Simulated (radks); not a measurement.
Question: The table gives one normalised radial function P(r) = r R(r) of Ga3+ in [Ar] 3d10 (r in bohr). Method: scalar-relativistic Kohn-Sham, B86b exchange with PBE correlation, spin-polarised, spherical densities, finite nucleus; Fermi nuclear charge, rms radius 3.9973 fm; computed with a radial shooting solver on a logarithmic mesh with Libxc functionals.

| r | P |
|---|---|
| 0.001624 | 0.0000 |
| 0.001845 | 0.0000 |
| 0.002114 | 0.0000 |
| 0.002403 | 0.0000 |
| 0.002753 | 0.0000 |
| 0.003129 | 0.0000 |
| 0.003556 | 0.0000 |
| 0.004074 | 0.0000 |
| 0.00463 | 0.0000 |
| 0.005305 | 0.0001 |
| 0.006029 | 0.0001 |
| 0.006853 | 0.0001 |
| 0.007851 | 0.0002 |
| 0.008923 | 0.0003 |
| 0.01022 | 0.0004 |
| 0.01162 | 0.0005 |
| 0.01321 | 0.0008 |
| 0.01513 | 0.0011 |
| 0.0172 | 0.0016 |
| 0.0197 | 0.0024 |
| 0.02239 | 0.0034 |
| 0.02545 | 0.0048 |
| 0.02916 | 0.0070 |
| 0.03314 | 0.0099 |
| 0.03796 | 0.0141 |
| 0.04315 | 0.0197 |
| 0.04904 | 0.0273 |
| 0.05618 | 0.0383 |
| 0.06386 | 0.0524 |
| 0.07316 | 0.0722 |
| 0.08315 | 0.0968 |
| 0.0945 | 0.1285 |
| 0.1083 | 0.1713 |
| 0.1231 | 0.2217 |
| 0.1399 | 0.2829 |
| 0.1602 | 0.3605 |
| 0.1821 | 0.4450 |
| 0.2086 | 0.5455 |
| 0.2371 | 0.6475 |
| 0.2695 | 0.7525 |
| 0.3088 | 0.8610 |
| 0.3509 | 0.9536 |
| 0.4021 | 1.0340 |
| 0.457 | 1.0853 |
| 0.5194 | 1.1075 |
| 0.595 | 1.0967 |
| 0.6763 | 1.0548 |
| 0.7748 | 0.9809 |
| 0.8806 | 0.8895 |
| 1.001 | 0.7836 |
| 1.147 | 0.6624 |
| 1.303 | 0.5467 |
| 1.493 | 0.4281 |
| 1.697 | 0.3259 |
| 1.929 | 0.2364 |
| 2.21 | 0.1581 |
| 2.511 | 0.1012 |
| 2.877 | 0.0579 |
| 3.27 | 0.0312 |
| 3.717 | 0.0152 |
| 4.258 | 0.0062 |
| 4.84 | 0.0023 |
| 5.545 | 0.0007 |
| 6.302 | 0.0002 |

Which n and l does it have? It may be an empty orbital.

Answer: n = 3, l = 2: the number of nodes gives n - l - 1 = 0, the rise at small r (about r^(l+1)) gives l, and the extent must fit the shell. The curve is that of 3d. 3d: eigenvalue -52.522 eV, 0 radial nodes, <r> = 0.787 bohr, 90 % of the charge inside 1.34 bohr.
